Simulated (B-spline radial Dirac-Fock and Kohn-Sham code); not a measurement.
Binding energies of Cd at several levels of theory

System: the free cadmium atom, configuration 1s2 2s2 2p6 3s2 3p6 3d10 4s2 4p6 4d10 5s1 5p1 (an excited configuration).

The density-functional columns are spherical, spin-unpolarised Dirac-Kohn-Sham results without Breit or QED terms: −ε is minus the orbital energy of the initial state and ΔSCF the difference of two total energies. The reference in the last column comes from Dirac-Fock energy differences between relaxed states, corrected for Breit and QED terms. All numbers are from a B-spline atomic structure program, in eV; a selection of levels is shown. For the 1s level of heavy atoms much of the gap between ΔSCF and the reference is the Breit and QED part, -84.0 eV here; for other levels the error of the functional can be larger.

```csv
level,LDA −ε,LDA ΔSCF,Dirac-Fock
K,26477.7,26795.3,26719.6
L1,3932.4,3986.3,4033.9
L2,3663.3,3730.8,3737.5
L3,3471.1,3534.8,3547.7
M1,734.0,751.2,782.4
M2,626.0,643.7,663.4
M3,591.7,608.8,628.7
M4,399.7,418.5,419.8
M5,392.7,411.4,413.1
N2,72.97,80.11,85.76
N3,67.07,74.08,79.98
N4,14.21,20.25,18.46
N5,13.51,19.49,17.77
O1,7.21,10.74,9.25
"O2,3",2.26,4.84,4.10
```

Values without a named source are computed, but for edge energies of neutral atoms, which are taken from tables.
